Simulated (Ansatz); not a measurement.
A structure relaxed at PBE0-D4/def2-TZVP in Ansatz, charge 0, singlet:

```xyz
3

Pt   -0.518    0.327   -1.245
Pt   -0.121    0.709    1.187
Si    0.639   -1.036    0.058
```

**Question.** Give its formula and point group.

**Answer.** the cluster SiPt₂. Point group C2v (tolerance 0.1 Å).

**Question.** Summarise the bond lengths by kind (pairs closer than 1.2 times the sum of covalent radii, bridged metal pairs left out).

**Answer.** 2 × Pt–Si 2.21 Å; 1 × Pt–Pt 2.49 Å.

In the def2 sets Pt takes a core potential; there is no spin–orbit coupling. The restricted singlet is unstable towards broken spin symmetry in Hartree–Fock (as tested in another run); at PBE0-D4/def2-TZVP this wasn't settled. Another isomer (singlet) lies 0.31 eV lower at PBE0-D4/def2-TZVP; other spin states weren't run for this one.
